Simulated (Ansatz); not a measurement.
`O[SiH2][O][SnH3]` + H₂ → `[SiH3][O][SnH3]` + H₂O at 600 K and 1 bar (hydrogenolysis of the Si–O bond).

Computed with Ansatz on PBE0-D4/def2-TZVP structures; ΔE is electronic, products minus reactants. CCSD(T)/CBS is the MP2 limit (def2-TZVPP, def2-QZVPP) plus CCSD(T) − MP2 in def2-TZVPP, frozen cores. This one scheme is used for every species. def2 core potentials past Kr. For Sn outer-core shells are correlated without core-valence functions, which leaves a few kJ/mol of doubt a bond. One conformer a species, not always the lowest.

```
           species  CCSD(T)/CBS energy (Eh)  H − E (kJ/mol)  S (J/(mol·K))
`O[SiH2][O][SnH3]`               -657.15431           213.6          475.4
                H₂                 -1.17544            43.9          150.8
 `[SiH3][O][SnH3]`               -581.91447           186.6          450.8
               H₂O                -76.37941            76.8          212.8
```

H − E and S are ideal-gas, rigid-rotor, harmonic terms from PBE0-D4/def2-TZVP, for one conformer and one mirror image of each species. For small species the MP2-based limit differs from directly extrapolated CCSD(T) by up to some mEh (0.8 for H₂); such offsets cancel only in part. 1 Eh = 2625.50 kJ/mol, R = 8.31446 J/(mol·K).

Task: By hand: ΔE, ΔH, ΔS and ΔG.

Result: ΔE = (-581.91447) + (-76.37941) − (-657.15431) − (-1.17544) = 0.03587 Eh = 94.2 kJ/mol. Δ(H − E) = 186.6 + 76.8 − 213.6 − 43.9 = 5.9, so ΔH = 100.1 kJ/mol. ΔS = 450.8 + 212.8 − 475.4 − 150.8 = 37.4 J/(mol·K). ΔG = 100.1 − 600 × (37.4)/1000 = 77.7 kJ/mol.

Task: By hand: the equilibrium constant, and the temperature at which ΔG would vanish if ΔH and ΔS stayed fixed.

Result: log₁₀ K = −ΔG/(RT ln 10) = -6.8. ΔG = 0 at ΔH/ΔS = 2676 K, far beyond where these terms or the molecules hold.

ΔH outweighs TΔS. A doubt of 5 kJ/mol in ΔE shifts log₁₀ K by 0.4 here. Other conformers and mirror images would add mixing entropy, several J/(mol·K) or more a flexible species. Modes under 60 cm⁻¹, often nearly free rotors, make the harmonic entropy too high. These are equilibria of isolated gas molecules and say nothing of rates. Largest T1 diagnostic: 0.013 (customary marks: 0.02 for closed shells, 0.045 for open ones).
